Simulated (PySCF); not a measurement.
SMILES CC(=O)C[Si](C)(C)C (C6H14OSi) (GFN2-xTB optimised geometry):

```
22

C      2.490    -1.841    -1.548
C      2.027    -1.478    -0.156
O      2.032    -2.279     0.751
C      1.540    -0.083     0.000
Si    -0.395    -0.083     0.000
C     -0.989    -0.996     1.559
C     -1.039    -0.947    -1.575
C     -0.950     1.742     0.000
H      2.630    -2.916    -1.633
H      3.440    -1.347    -1.743
H      1.770    -1.498    -2.286
H      1.926     0.560    -0.786
H      1.855     0.303     0.967
H     -0.405    -1.900     1.709
H     -2.034    -1.281     1.488
H     -0.874    -0.382     2.448
H     -0.659    -0.482    -2.481
H     -2.123    -0.904    -1.622
H     -0.754    -1.995    -1.594
H     -0.615     2.265    -0.891
H     -2.032     1.813     0.032
H     -0.562     2.279     0.860
```

Level of theory: PBE/def2-SVP in PySCF 2.14.0.

Task: What are the frontier orbital energies and the dipole moment?

Result: HOMO-2 -7.20 eV, HOMO-1 -7.08 eV, HOMO -5.16 eV, LUMO -1.08 eV, LUMO+1 0.57 eV; dipole moment 2.66 D.

Meta-Löwdin charges at PBE/def2-SVP: C1 -0.35, C2 0.35, O3 -0.40, C4 -0.45, Si5 0.87, C6 -0.55, C7 -0.55, C8 -0.55, H9 0.12, H10 0.12, H11 0.11, H12 0.11, H13 0.13, H14 0.13, H15 0.11, H16 0.12, H17 0.11, H18 0.12, H19 0.12, H20 0.11, H21 0.12, H22 0.11.
